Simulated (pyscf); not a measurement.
Elementary routes open to `[F][Ga]` [singlet] + `[OH][SiH3]` in the gas phase (singlet surface):
A. `[OH][SiH2][GaH][F]` (H–Si broken; Ga–Si, Ga–H formed)
B. `[F][GaH][O][SiH3]` (H–O broken; Ga–O, Ga–H formed)

Optimised with ωB97X-D3(BJ)/def2-SVP in PySCF. MP2 and CC: frozen core, UHF for open shells. ΔMP2 is the change of the MP2 total energy from the triple- to the quadruple-zeta basis.

Rank the routes by free-energy barrier at 1200 K, lowest first, for CCSD(T)/def2-TZVPP + ΔMP2(QZVPP) energies (ideal gas, 1 atm, RRHO with modes under 100 cm⁻¹ raised to 100, one conformer, R ln 2 for chiral ones without a mode under 150 cm⁻¹).

B (3.32 eV), A (3.60 eV)

Route B is the fastest of these, ahead of the next by 0.29 eV. The most stable products are those of B (ΔG = +0.94 eV), so kinetics and thermodynamics agree. At 298 K B is still the fastest. B: On the reactant side the descent ends in a complex (not fully relaxed), 0.33 eV under the separated species and 2.13 eV under the saddle at ωB97X-D3(BJ)/def2-TZVP. Only these routes are compared; each barrier is that of the saddle found, and lower ones may exist. The CCSD(T) − MP2 part came from Ansatz, without density fitting, on the same reference. The frozen core leaves the outer d or s,p core shells of the metals and heavy elements correlated in the MP2 and CC values, and def2-TZVPP describes them poorly, which can shift differences by a few kcal/mol. Elements up to Kr have no core potential and no relativistic terms here.
